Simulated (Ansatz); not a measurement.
Question: Name a neutral molecule of F, Mo, N, S and H with HOMO energy (ωB97M-V/def2-TZVPP) between -9.55 and -9.25 eV and HOMO–LUMO gap (PBE0/def2-TZVPP) between 4.00 and 4.30 eV (Ansatz, PBE0-D4/def2-TZVP geometry).

Answer: `[NH2][Mo]([F])(=[S])=[S]` (-9.40 eV, 4.17 eV). Other molecules can fit too; these were computed, each in one conformer that needn't be the lowest.
